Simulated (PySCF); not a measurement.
# Electric field gradients and quadrupole coupling constants

Species: C7H6O.
Structure used (PBE0-D3(BJ)/def2-SVP), in Å, numbered top down from 1:
```xyz
14
C7H6O angstrom
C     -3.0907    0.8806    0.5249
C     -2.2559    0.1028    0.1218
C     -1.2413   -0.8358   -0.3501
C      0.1634   -0.3738   -0.1264
C      0.9002   -0.1090    0.9918
C      2.1881    0.3063    0.5294
C      2.1300    0.2589   -0.8309
O      0.9085   -0.1512   -1.2310
H     -3.8327    1.5720    0.8782
H     -1.3997   -1.8120    0.1398
H     -1.3698   -1.0090   -1.4304
H      0.5583   -0.1920    2.0208
H      3.0448    0.6005    1.1316
H      2.8461    0.4751   -1.6190
```

Field gradients from the PBE0/pcSseg-1 density (PySCF, non-relativistic), principal values in atomic units, ordered |Vxx| ≤ |Vyy| ≤ |Vzz|:

```
atom      Vxx      Vyy     Vzz
  O8  -0.7058  -0.7233  1.4292
```

Problem. Find the asymmetry η = (Vxx − Vyy)/Vzz and the couplings χ = eQV/h (234.96 MHz × Q in barn × V in au), with Q(17O) = −0.0256 b.

Solution. 
| atom | environment | nucleus | η | χzz (MHz) | χxx (MHz) | χyy (MHz) |
| --- | --- | --- | --- | --- | --- | --- |
| O8 | furan-type oxygen | 17O | 0.01 | -8.60 | 4.25 | 4.35 |

The gradient is axial or nearly so (η below 0.05) at O8. 

Problem. What is Vzz at O8 in SI units (1 au = 9.71736 × 10²¹ V/m²)?

Solution. 1.4292 au = 13.888 × 10²¹ V/m².

Problem. What couplings would deuterons (Q(2H) = 0.00286 b) have in place of the hydrogens, at this geometry?

Solution. 
```json
{"atom": "H9", "bonded to": "C1", "bond length (Å)": "1.074", "Vzz (au)": "0.3442", "η": "0.00", "χzz (kHz)": "231"}
{"atom": "H10", "bonded to": "C3", "bond length (Å)": "1.104", "Vzz (au)": "0.2807", "η": "0.03", "χzz (kHz)": "189"}
{"atom": "H11", "bonded to": "C3", "bond length (Å)": "1.102", "Vzz (au)": "0.2816", "η": "0.04", "χzz (kHz)": "189"}
{"atom": "H12", "bonded to": "C5", "bond length (Å)": "1.088", "Vzz (au)": "0.3171", "η": "0.07", "χzz (kHz)": "213"}
{"atom": "H13", "bonded to": "C6", "bond length (Å)": "1.088", "Vzz (au)": "0.3175", "η": "0.07", "χzz (kHz)": "213"}
{"atom": "H14", "bonded to": "C7", "bond length (Å)": "1.087", "Vzz (au)": "0.3134", "η": "0.12", "χzz (kHz)": "211"}
```

Geometry: PBE0-D3(BJ)/def2-SVP, one conformer, isolated molecule. With so small a basis the couplings can be 20 % off.
